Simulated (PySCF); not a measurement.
**Basis-set dependence of CaH at CCSD(T)**

PySCF, UHF reference; doublet, unpaired electrons σ ↑; De to Ca + H without counterpoise correction. Frozen cores follow the default of each basis and core potential.

```tsv
basis	relativity	functions	Re (Å)	ωe (cm⁻¹)	De (eV)	frozen orbitals
def2-SVP	no relativity	29	2.035	1225	1.36	5
def2-SVPD	no relativity	35	2.033	1242	1.61	5
def2-TZVPP	no relativity	50	2.025	1300	1.64	5
```

Question: How does each smaller set differ from the one with most functions, def2-TZVPP?

Answer: def2-SVP: +1.0 pm, -5.8 % in ωe, -0.28 eV in De; def2-SVPD: +0.8 pm, -4.5 % in ωe, -0.03 eV in De. All at CCSD(T); the set with most functions is neither the basis-set limit nor always the best.

Correlated steps freeze 5 core orbitals. Correlated levels converge slowly with the basis: in double zeta they bind strong bonds too weakly, by up to about 1 eV, and carry superposition errors of some tenths. The state was picked by a PBE0 search and need not be the measured ground state.
